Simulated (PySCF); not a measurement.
Computed Raman spectrum (relative Raman activity) of a molecule CH7FOSi2. Geometry: B3LYP-D3(BJ)/def2-SVP. The values are those of a single conformer. Computed with B3LYP-D3(BJ)/def2-SVP in PySCF. Frequencies are harmonic and unscaled.

Lines under 2 % of the strongest are left out, and lines within 2 cm⁻¹ are merged.

ν (cm⁻¹): 605 (vw), 710 (w), 719 (vw), 743 (w), 865 (vw), 958 (w), 968 (w), 1012 (w), 1227 (vw), 1457 (vw), 2220 (m), 2232 (vs), 2245 (s), 3022 (m), 3077 (m) (against the strongest line: vs over 80 %, s over 45 %, m over 15 %, w over 4 %, vw less)

### Question
Which molecule gave these data?
A. FC[SiH2]O[SiH3]
B. C[Si@@](O)(F)[SiH3]
C. F[SiH2]CO[SiH3]
D. C[Si@@H](F)O[SiH3]

### Answer
A, FC[SiH2]O[SiH3]
